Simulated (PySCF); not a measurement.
Computed IR spectrum (relative IR intensity) of a molecule C4H6BNO. Coordinates come from a PBE-D3(BJ)/def2-SVP optimisation. One conformer was computed; it need not be the lowest. Method: PBE-D3(BJ)/def2-SVP in PySCF. No scaling factor is applied to the harmonic values.

```json
[
 {"ν (cm⁻¹)": "514", "relative intensity": "35"},
 {"ν (cm⁻¹)": "687", "relative intensity": "4.4"},
 {"ν (cm⁻¹)": "814", "relative intensity": "21"},
 {"ν (cm⁻¹)": "912", "relative intensity": "42"},
 {"ν (cm⁻¹)": "1132", "relative intensity": "100"},
 {"ν (cm⁻¹)": "1184", "relative intensity": "3.7"},
 {"ν (cm⁻¹)": "1441", "relative intensity": "4.6"},
 {"ν (cm⁻¹)": "1573", "relative intensity": "41"},
 {"ν (cm⁻¹)": "1648", "relative intensity": "18"},
 {"ν (cm⁻¹)": "1742", "relative intensity": "12"},
 {"ν (cm⁻¹)": "3516", "relative intensity": "12"},
 {"ν (cm⁻¹)": "3616", "relative intensity": "8.3"}
]
```

Task: Pick the molecule that these values belong to.
A. CB1C=NC(=O)C1
B. CB(C=O)CC#N
C. C=C1N=COB1C
D. C=C1OC(=C)B1N

Result: D, C=C1OC(=C)B1N
